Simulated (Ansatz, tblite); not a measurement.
Removing an electron: (H2Ga-mu-F)2 (Ga2H4F2). Total charge 0; singlet. Geometry: PBE0-D4/def2-SVP. Ansatz, gas phase; energy differences of separate SCF runs; the oxidised species was run as a doublet alone.

```xyz
8

Ga   -0.420    0.609    1.307
H    -1.914    0.335    1.634
H     0.741    1.363    2.014
F     0.321   -1.039    0.587
Ga    0.420   -0.609   -1.307
H     1.914   -0.338   -1.639
H    -0.745   -1.362   -2.009
F    -0.316    1.040   -0.586
```

The xTB rows come from tblite.

```json
{"level": "GFN1-xTB", "−HOMO (eV)": "11.96", "vertical IE (eV)": "14.55", "−LUMO (eV)": "5.25", "HOMO–LUMO gap (eV)": "6.70"}
{"level": "GFN2-xTB", "−HOMO (eV)": "11.88", "vertical IE (eV)": "14.43", "−LUMO (eV)": "5.72", "HOMO–LUMO gap (eV)": "6.16"}
{"level": "PBE-D4/def2-TZVP", "−HOMO (eV)": "7.41", "vertical IE (eV)": "10.18", "−LUMO (eV)": "1.62", "HOMO–LUMO gap (eV)": "5.80"}
```

Problem. Estimate the rows for r2SCAN-D4/def2-TZVP, PBE0-D4/def2-TZVP.

Solution. 
```tsv
level	−HOMO (eV)	vertical IE (eV)	−LUMO (eV)	HOMO–LUMO gap (eV)
r2SCAN-D4/def2-TZVP	7.78	10.44	1.21	6.56
PBE0-D4/def2-TZVP	8.76	10.76	0.79	7.97
```

Relaxing the oxidised species (PBE0-D4/def2-SVP) changes its energy by -0.43 eV at PBE0-D4/def2-TZVP, so the adiabatic ionisation energy to this nearest minimum is 10.32 eV. At PBE-D4/def2-TZVP it is 10.14 eV.    Raw xTB energy differences between charge states are shifted by several eV; the methods need an empirical correction for them.
